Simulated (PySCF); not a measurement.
# He (helium, neutral): LDA calculation

Configuration: 1s2, closed-shell 1S. Calculation: PySCF 2.14, in 6-31G*; no relativity, point nucleus.

| Quantity | Value |
| --- | --- |
| Total energy | -2.8267 hartree |
| One-electron energy | -3.8637 hartree |
| Hartree (Coulomb) energy | 2.0187 hartree |
| Exchange-correlation energy | -0.9817 hartree |
| Kinetic energy | 2.76286 hartree |
| ⟨S²⟩ | 0.0000 |
| ⟨L²⟩ | 0.000 |
| Sum of ⟨r⟩ | 1.877 bohr |
| Sum of ⟨r²⟩ | 2.398 bohr² |
| Density at the nucleus (Gaussians lack the cusp) | 2.83 bohr⁻³ |
| Langevin diamagnetic susceptibility | -1.90 ×10⁻⁶ cm³/mol |
| Time after the integrals | 0.02 s of wall time on 1 thread of Intel(R) Xeon(R) Platinum 8259CL CPU @ 2.50GHz (shared host) |

```tsv
shell	electrons	mean orbital energy (hartree)	rms radius, mean of both spins (bohr)
1s	2	-0.55639	1.09
```
